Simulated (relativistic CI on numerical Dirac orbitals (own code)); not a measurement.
# Er¹³⁺: sensitivity of the levels to the model

Base calculation: Dirac-Coulomb-Breit CI, orbitals from a KLI potential per configuration, a model potential for QED, unscaled Slater integrals.

Configurations in the expansion (outside the closed core [Kr] 4d10): 4f7 5s2, 4f9, 4f8 5s, 4f5 5s2 5p2, 4f7 5s 5p, 4f8 6s, 4f7 5s 6s, 4f5 5s2 6s2. The list is cut by size and lacks configurations that can hold low levels.

Variants: (1) configuration mixing switched off; (2) one mean potential for all configurations. Shifts of the energy above 4f7 5s2 8S°_7/2, in cm⁻¹, for the lowest level and the first level of each name with at least 55 % of one term (blank where a level changes its place among those of its configuration and J or its character, or is not in the variant):

```
           Level     Base    Δ(1)     Δ(2)
 4f7 5s2 8S°_7/2      0.0     0.0      0.0
 4f7 5s2 6P°_7/2  53669.1  +357.7  -1362.6
 4f7 5s2 6P°_5/2  55134.7  +343.0  -1242.2
 4f7 5s2 6P°_3/2  56454.0  +357.4  -1142.3
 4f7 5s2 6I°_7/2  59275.6    -1.9  -1365.7
4f7 5s2 6I°_17/2  59957.5   -33.6  -1177.9
 4f7 5s2 6I°_9/2  60109.8   -21.6  -1262.3
4f7 5s2 6I°_11/2  60741.1   -36.0  -1181.8
4f7 5s2 6I°_15/2  60891.9   -45.7  -1118.9
4f7 5s2 6I°_13/2  61047.0   -44.2  -1133.0
 4f7 5s2 6D°_9/2  67400.8   +36.1  -1401.1
 4f7 5s2 6D°_7/2  69734.9   +86.4  -1246.8
 4f7 5s2 6D°_1/2  69787.2   -25.8  -1216.3
 4f7 5s2 6D°_3/2  70316.5   +25.5  -1173.0
```

At this charge energies of transitions that change n are usually good to better than 1 %, and those within a shell (Δn = 0) to a few per cent. Terms inside the open d or f shell come out 10 to 20 % too wide with unscaled integrals. Levels and lines within the n = 5 or 6 shells can be off by up to 10 % or somewhat more, and those that change n by about 2 %, since core polarisation is missing.

Ionisation energy from the two ground configurations alone: base 275.895 eV. The NIST ASD value (theoretical) is 290 eV. The gap of more than 2 % comes from missing correlation, or from a tabulated value that is itself an estimate.

LS names give the leading component of a level, which can be under half, so a name can repeat, a term be missing and a line seem to break the LS rules.
